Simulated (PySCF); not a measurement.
Isomers of C6H11N3S.

All values: PBE0/pcSseg-1 (PySCF) at GFN2-xTB geometries, gas phase, one conformer each.

(1) Rank by the highest Hirshfeld charge on any atom, lowest value first.
A. `[CH3:1][CH2:2][n:3]1[n:4][c:5]([CH3:6])[c:7]([S:8][CH3:9])[n:10]1` with C1–C2–N3–N4 -88°, C5–C7–S8–C9 -179°
B. `[CH3:1][CH2:2][n:3]1[n:4][n:5][c:6]([S:7][CH3:8])[c:9]1[CH3:10]` with C1–C2–N3–N4 -98°, N5–C6–S7–C8 -1°
C. `[CH3:1][S:2][c:3]1[n:4][nH:5][n:6][c:7]1[CH:8]([CH3:9])[CH3:10]` with C1–S2–C3–N4 0°, N6–C7–C8–C9 118°

Results:

(1) B (+0.058 e), A (+0.090 e), C (+0.167 e).

All values together:

```json
{"SMILES": "CSc1cn(C(C)C)nn1", "μ (D)": "3.19", "HOMO (eV)": "-5.99", "LUMO (eV)": "0.03", "lowest IAO charge (e)": "-0.496 (C)", "highest IAO charge (e)": "+0.176 (H)", "lowest Hirshfeld charge (e)": "-0.137 (N)", "highest Hirshfeld charge (e)": "+0.066 (H)"}
{"SMILES": "CCn1nnc(SC)c1C", "μ (D)": "3.65", "HOMO (eV)": "-5.87", "LUMO (eV)": "0.12", "lowest IAO charge (e)": "-0.494 (C)", "highest IAO charge (e)": "+0.173 (H)", "lowest Hirshfeld charge (e)": "-0.141 (N)", "highest Hirshfeld charge (e)": "+0.058 (H)"}
{"SMILES": "CSc1cnnn1C(C)C", "μ (D)": "4.18", "HOMO (eV)": "-6.45", "LUMO (eV)": "0.18", "lowest IAO charge (e)": "-0.500 (C)", "highest IAO charge (e)": "+0.176 (H)", "lowest Hirshfeld charge (e)": "-0.146 (N)", "highest Hirshfeld charge (e)": "+0.060 (H)"}
{"SMILES": "CCn1nc(C)c(SC)n1", "μ (D)": "1.51", "HOMO (eV)": "-6.04", "LUMO (eV)": "0.15", "lowest IAO charge (e)": "-0.498 (C)", "highest IAO charge (e)": "+0.167 (H)", "lowest Hirshfeld charge (e)": "-0.137 (N)", "highest Hirshfeld charge (e)": "+0.090 (N)"}
{"SMILES": "CSc1n[nH]nc1C(C)C", "μ (D)": "1.05", "HOMO (eV)": "-6.25", "LUMO (eV)": "0.02", "lowest IAO charge (e)": "-0.498 (C)", "highest IAO charge (e)": "+0.315 (H)", "lowest Hirshfeld charge (e)": "-0.142 (N)", "highest Hirshfeld charge (e)": "+0.167 (H)"}
```

Conformers: `[CH3:1][S:2][c:3]1[cH:4][n:5]([CH:6]([CH3:7])[CH3:8])[n:9][n:10]1` with C1–S2–C3–C4 180°, C4–N5–C6–C7 -119°; `[CH3:1][CH2:2][n:3]1[n:4][n:5][c:6]([S:7][CH3:8])[c:9]1[CH3:10]` with C1–C2–N3–N4 -98°, N5–C6–S7–C8 -1°; `[CH3:1][S:2][c:3]1[cH:4][n:5][n:6][n:7]1[CH:8]([CH3:9])[CH3:10]` with C1–S2–C3–C4 0°, N6–N7–C8–C9 -61°; `[CH3:1][CH2:2][n:3]1[n:4][c:5]([CH3:6])[c:7]([S:8][CH3:9])[n:10]1` with C1–C2–N3–N4 -88°, C5–C7–S8–C9 -179°; `[CH3:1][S:2][c:3]1[n:4][nH:5][n:6][c:7]1[CH:8]([CH3:9])[CH3:10]` with C1–S2–C3–N4 0°, N6–C7–C8–C9 118°.
